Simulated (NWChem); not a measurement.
Species: MgNH2F; SMILES [NH2][Mg][F]

```xyz
5

Mg    -0.1398     0.3130    -0.0003
F      0.2326     2.0166    -0.0004
N     -0.5432    -1.5296    -0.0001
H     -0.6598    -2.1155    -0.8193
H     -0.6803    -2.1110     0.8191
```
Atoms are numbered in this order, from 1.

All runs: NWChem. The geometry was optimised at B3LYP/6-31G* (spherical d). Vzz is the largest principal value of the second derivative of the potential at the nucleus (NWChem prints the opposite sign); η is the asymmetry. Non-relativistic.

Task: What does the run give for PBE0/def2-TZVP? Quantities: Vzz Mg1 (a.u.); η Mg1; Vzz N3 (a.u.); η N3.

Result: 
* **Vzz Mg1 (a.u.)**: -1.161
* **η Mg1**: 0.18
* **Vzz N3 (a.u.)**: -0.765
* **η N3**: 0.64
